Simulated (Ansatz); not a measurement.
Ansatz results at the PBE0-D4/def2-TZVP geometry: HOMO–LUMO gap (PBE0/def2-TZVPP) 6.14 eV; HOMO–LUMO gap (B3LYP/def2-TZVPP) 5.74 eV; LUMO energy (ωB97M-V/def2-TZVPP) 0.78 eV.

Each molecule was computed in one conformer, which needn't be the lowest.

(1) Which molecule gave them?
A. `C[CH](C)[Al]([Cl])[CH](C)C`
B. `[OH][Al]([O][SiH3])[O][SiH3]`
C. `N#[C][Al]([F])[F]`
D. `C#[C][Al]([CH3])[F]`

Results:

(1) A. The others give `[OH][Al]([O][SiH3])[O][SiH3]`: 7.85, 7.35, 0.73; `N#[C][Al]([F])[F]`: 8.49, 7.94, -0.20; `C#[C][Al]([CH3])[F]`: 7.15, 6.66, 0.58.

B3LYP here is the variant with VWN-RPA as its local correlation; programs differ in this.
